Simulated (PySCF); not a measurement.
State search for BeCl⁺

Unrestricted PBE0; Be pcseg-2, Cl pcseg-2; no relativity (PySCF 2.14). Outer shells of the fragments: Be+ 2s1; Cl 3s2 3p5.

Followed along the bond (rough minima from three points):

```json
{"2Ms+1": "1", "unpaired": "none", "⟨S²⟩ at the start": "0.00", "R at minimum (Å)": "1.72", "Te (eV)": "0.00"}
{"2Ms+1": "3", "unpaired": "σ ↑, π ↑", "⟨S²⟩ at the start": "2.00", "R at minimum (Å)": "none in the scan", "Te (eV)": "≤ 3.33"}
```

Solutions found at the starting distance of 2.030 Å, counted from the lowest of them; the search is not exhaustive and high or unbound solutions are not listed, so other states can lie among these:

```
2Ms+1  unpaired   term  E (eV)  ⟨S²⟩  ⟨Lz²⟩  μ (D)
    1      none    ¹Σ⁺    0.00  0.00   0.00  -9.95
    3  σ ↑, π ↑     ³Π    2.46  2.00   1.01  -2.68
    1  σ ↑, π ↓  mixed    2.50  1.00   1.01  -2.62
    3      σ ↑↑    ³Σ⁺    4.13  2.01   0.00  -3.04
    3      π ↑↑  mixed    5.11  2.01   2.01  -4.61
    3      π ↑↑  mixed    5.28  2.01   2.01  -4.61
    1      π ↑↓  mixed    5.28  1.01   2.01  -4.60
    3  σ ↑, π ↑     ³Π    6.81  2.01   1.00  -5.03
```

A term symbol is given only where ⟨S²⟩ and ⟨Lz²⟩ are close to those of a pure state; real π, δ and φ orbitals otherwise mix terms. A positive dipole points towards Cl; it is taken about the centre of mass and depends on that origin.

Counting both spins, an empty level lies below a filled one in some of these solutions, because spin and occupation are held.
